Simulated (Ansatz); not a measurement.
Cost and result up the ladder for SiCl3(NiPr2) (C₆H₁₄Cl₃NSi) (25 atoms). The state is a singlet with charge 0. Geometry: r2SCAN-D4/def2-SVP.

```csv
atom,x (Å),y (Å),z (Å)
Si1,-0.784,1.959,0.682
Cl2,0.297,2.722,2.273
Cl3,-0.727,3.353,-0.830
Cl4,-2.737,1.859,1.356
N5,-0.211,0.428,0.213
C6,-0.272,-0.594,1.286
C7,-1.208,-1.745,0.920
C8,1.120,-1.062,1.708
C9,0.359,0.011,-1.084
C10,-0.665,0.070,-2.218
C11,1.654,0.752,-1.420
H12,-0.716,-0.091,2.166
H13,-0.837,-2.309,0.049
H14,-1.294,-2.453,1.759
H15,-2.211,-1.361,0.684
H16,1.639,-1.588,0.889
H17,1.736,-0.204,2.016
H18,1.050,-1.761,2.556
H19,0.625,-1.052,-0.950
H20,-0.963,1.107,-2.435
H21,-1.570,-0.499,-1.953
H22,-0.243,-0.359,-3.141
H23,2.111,0.336,-2.332
H24,1.469,1.822,-1.596
H25,2.379,0.660,-0.597
```

Ansatz on 2 threads of AMD EPYC 7R13 on a shared host and a share (18 GiB) of an NVIDIA H100 80GB HBM3. Times are rough, and most runs start from the orbitals of an earlier one. ωB97X-V/def2-TZVP serves as the yardstick here, not as an exact answer. Differences are given only for rows in sets of like size (and for xTB, whose basis is part of the method), since another set adds its own error. Binding counts from free atoms at the same level (Si triplet, Cl doublet, N quartet, C triplet, H doublet; other spins of the atoms weren't run), without zero-point energy or a counterpoise term.

B3LYP takes the VWN-RPA correlation. Correlated methods freeze 27 core orbitals. The rows differ in basis, and correlated rows in double-zeta sets carry the largest basis error. Single mean-field runs in def2-TZVP are fitted with def2-universal-jkfit.

Correlated methods converge slowly with the basis, most of all in double-zeta sets.

```json
{"level": "HF/STO-3G", "functions": "85", "wall time": "3.3 s", "binding energy per atom (eV)": "3.66", "difference from ωB97X-V/def2-TZVP (eV)": "–"}
{"level": "HF/6-31G", "functions": "143", "wall time": "3.4 s", "binding energy per atom (eV)": "2.72", "difference from ωB97X-V/def2-TZVP (eV)": "–"}
{"level": "BHLYP-D4/def2-TZVP", "functions": "449", "wall time": "4.1 s", "binding energy per atom (eV)": "3.93", "difference from ωB97X-V/def2-TZVP (eV)": "-0.11"}
{"level": "PBE-D4/def2-SVP", "functions": "240", "wall time": "4.6 s", "binding energy per atom (eV)": "4.14", "difference from ωB97X-V/def2-TZVP (eV)": "–"}
{"level": "PBE0-D4/def2-TZVP", "functions": "449", "wall time": "6 s", "binding energy per atom (eV)": "4.06", "difference from ωB97X-V/def2-TZVP (eV)": "0.01"}
{"level": "PBE-D4/def2-TZVP (with forces)", "functions": "449", "wall time": "6 s", "binding energy per atom (eV)": "4.11", "difference from ωB97X-V/def2-TZVP (eV)": "0.07"}
{"level": "MP2/def2-TZVP", "functions": "449", "wall time": "6 s", "binding energy per atom (eV)": "3.96", "difference from ωB97X-V/def2-TZVP (eV)": "-0.09"}
{"level": "r2SCAN-D4/def2-TZVP (with forces)", "functions": "449", "wall time": "7.5 s", "binding energy per atom (eV)": "4.04", "difference from ωB97X-V/def2-TZVP (eV)": "0.00"}
{"level": "r2SCANh-D4/def2-TZVP", "functions": "449", "wall time": "7.5 s", "binding energy per atom (eV)": "4.03", "difference from ωB97X-V/def2-TZVP (eV)": "-0.02"}
{"level": "PBE0-D4/def2-SVP", "functions": "240", "wall time": "7.5 s", "binding energy per atom (eV)": "4.09", "difference from ωB97X-V/def2-TZVP (eV)": "–"}
{"level": "B3LYP-D4/6-31G", "functions": "143", "wall time": "7.5 s", "binding energy per atom (eV)": "3.84", "difference from ωB97X-V/def2-TZVP (eV)": "–"}
{"level": "ωB97X-V/def2-TZVP", "functions": "449", "wall time": "8.5 s", "binding energy per atom (eV)": "4.05", "difference from ωB97X-V/def2-TZVP (eV)": "0.00"}
{"level": "CCSD(T)/def2-SVP", "functions": "240", "wall time": "15 s", "binding energy per atom (eV)": "3.85", "difference from ωB97X-V/def2-TZVP (eV)": "–"}
```
